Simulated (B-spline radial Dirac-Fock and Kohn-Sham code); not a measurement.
Pb³⁺: non-radiative channels of the 4p3/2 vacancy

System: the Pb³⁺ ion, configuration 1s2 2s2 2p6 3s2 3p6 3d10 4s2 4p6 4d10 4f14 5s2 5p6 5d10 6s1, inside a Watson sphere of charge -3 and radius 1.8 Å (a model of the Madelung potential; inside it an electron's potential energy is raised by 24.0 eV).

Method: one-electron (LDA, Dirac) transition rates at Dirac-Fock energies. Computed with a radial B-spline solver. Kinetic energies are configuration averages from the vacuum level; the two-hole energies are estimated from single-hole states.

```tsv
transition	kinetic energy (eV)	width (meV)	share (%)
N3-N4O1	–	173	1.9
N3-N4N6	26.11	52.0	0.6
N3-N5O1	–	912	10.1
N3-N5N6	45.99	286	3.2
N3-N5N7	52.91	503	5.6
N3-N4O2	67.01	144	1.6
N3-N5O2	89.15	979	10.9
N3-N4O3	90.15	442	4.9
N3-N5O3	112.7	1210	13.5
N3-N4O4	159.2	118	1.3
N3-N4O5	161.8	199	2.2
N3-N5O4	181.3	869	9.7
N3-N5O5	184.4	1030	11.4
N3-N5P1	203.8	71.1	0.8
N3-N6O1	–	64.6	0.7
N3-N7O1	–	143	1.6
N3-N6N7	326.0	125	1.4
N3-N7N7	331.7	58.7	0.7
N3-N7O2	369.4	122	1.4
N3-N6O3	387.9	431	4.8
N3-N7O3	392.9	526	5.8
N3-N6O5	459.5	66.1	0.7
N3-N7O5	464.5	80.8	0.9
N3-O3O5	516.9	64.2	0.7
```

A dash stands for an energy that rests on an unreliable hole state.

Coster-Kronig rates are the weakest part of this model and often come out 1.5 to 2.5 times too large. The listed channels hold 96 % of the non-radiative rate. Summed by principal shells, of 9.00 eV in all: NNO 84.2 %, NNN 11.8 %, NOO 2.9 %, NNP 1.1 %.
